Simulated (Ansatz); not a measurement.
Molecule: C2H6ClGa, charge 0, multiplicity 1. SMILES: [CH3][Ga]([CH3])[Cl]
Geometry: optimised at B3LYP-D3(BJ)/def2-TZVP (Ansatz, a program for electronic structure).

Parts of the frozen-core correlation energy in 6-31G* (Ansatz, hartree). Frozen orbitals: 21; correlated occupied orbitals by spin: 12 and 12; virtual: 63 and 63. No spin-orbit coupling. Non-relativistic.

| term | value |
|---|---|
| reference (HF) | -2461.74609 |
| MP2 opposite-spin | [?] |
| MP2 same-spin | [?] |
| CCSD correlation | [?] |
| (T) | -0.01294 |
| T1 diagnostic | 0.010 |
| largest doubles amplitude | 0.032 |

Problem. Complete the blanks.

Solution. 
- MP2 opposite-spin, value: -0.34045
- MP2 same-spin, value: -0.10568
- CCSD correlation, value: -0.49418
